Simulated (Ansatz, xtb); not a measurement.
**Relaxing a trial structure of F2H4In2S2**

The starting geometry of this gas-phase singlet was built from a drawn formula by distance geometry; its bonds are those of `[F][InH-]1[SH+][InH-]([F])[SH+]1`.

```
atom    x (Å)    y (Å)    z (Å)
   F  -1.1723   1.4885   2.2776
   F  -1.1449  -0.1591  -2.7910
  In   0.2051   0.3638   1.5846
  In   0.3280  -0.6515  -1.4942
   S  -0.7539  -1.5861   0.5012
   S   1.1839   1.3078  -0.4215
   H   1.4787  -0.0498   2.8329
   H  -2.0461  -1.4489   0.4477
   H   1.5296  -1.7166  -2.1568
   H   0.4752   2.4009  -0.7775
```

Task: Where would you expect an optimisation with r2SCAN-D4/def2-SVP to take it?

Result: It keeps its bonds, and is `[F][InH-]1[SH+][InH-]([F])[SH+]1`.

The energy falls by 1.20 eV over 12 steps:

```
step  E − E(last) (eV)
   1             1.202
   2             0.244
   3             0.105
   5             0.023
   6             0.005
   7             0.003
   8             0.002
  10             0.000
  11             0.000
  12             0.000
```

Final geometry (Å):

```yaml
atoms:
  - { symbol: F, position_ang: [-1.3093, 1.4385, 1.7955] }
  - { symbol: F, position_ang: [-1.2419, 0.0701, -2.3394] }
  - { symbol: In, position_ang: [0.3298, 0.3509, 1.7745] }
  - { symbol: In, position_ang: [0.3854, -0.7741, -1.6259] }
  - { symbol: S, position_ang: [-0.6805, -1.7199, 0.5563] }
  - { symbol: S, position_ang: [1.3323, 1.3344, -0.4212] }
  - { symbol: H, position_ang: [1.4117, 0.0461, 3.0516] }
  - { symbol: H, position_ang: [-1.7965, -0.9911, 0.2967] }
  - { symbol: H, position_ang: [1.5018, -1.7693, -2.4368] }
  - { symbol: H, position_ang: [0.1506, 1.9634, -0.6484] }
```

From the same start GFN2-xTB reaches the same bonding as this run.

The end wasn't checked by frequencies. Atoms past krypton carry core potentials, without spin–orbit terms. Run with Ansatz 0.2.0, 62 s on 2 threads of Arm Neoverse V2, on a shared host.
